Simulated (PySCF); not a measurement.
HO3W, doublet, at a GFN2-xTB geometry (such geometries of metal compounds can be far from the true shape) (the multiplicity is a formal guess) (core potentials on W). Base run: R2SCAN/def2-SVP run with PySCF.

The PySCF input:
```python
from pyscf import gto, scf, dft

mol = gto.Mole()
mol.atom = '''
    W     0.014561   -0.017142    0.012853
    O     1.583558   -0.431956   -0.475748
    O    -0.526984   -0.811941    1.408410
    O    -0.998428    1.175441   -0.881335
    H    -1.542666    1.816169   -1.361747
'''
mol.basis = 'def2-svp'
mol.ecp = {'W': 'def2-svp'}
mol.charge = 0
mol.spin = 1
mol.verbose = 4
mol.build()

mf = dft.UKS(mol)
mf.xc = 'r2scan'
mf.kernel()
```

Variants of this job, named by their change:

```csv
change,ΔE vs base (mEh),grid points,electrons on the grid
base,0.000,76368,39.00000
grids.level = 0,36.624,7144,38.98203
grids.prune = dft.gen_grid.treutler_prune,-0.014,68520,39.00001
grids.level = 5,-0.057,203832,39.00000
grids.radi_method = gauss_chebyshev,0.027,73608,39.00000
"grids.atom_grid = (99, 590)",-0.051,156704,39.00000
"grids.atom_grid = (150, 974)",-0.055,390784,39.00000
"grids.atom_grid = (75, 302)",0.186,70952,38.99996
grids.level = 7,-0.056,409672,39.00000
grids.radi_method = delley,-0.047,77456,39.00000
grids.level = 1,-0.171,26952,39.00006
```

Open shells are given as the SCF converged; they aren't shown to be the lowest states, and a large step between rows can be another state.
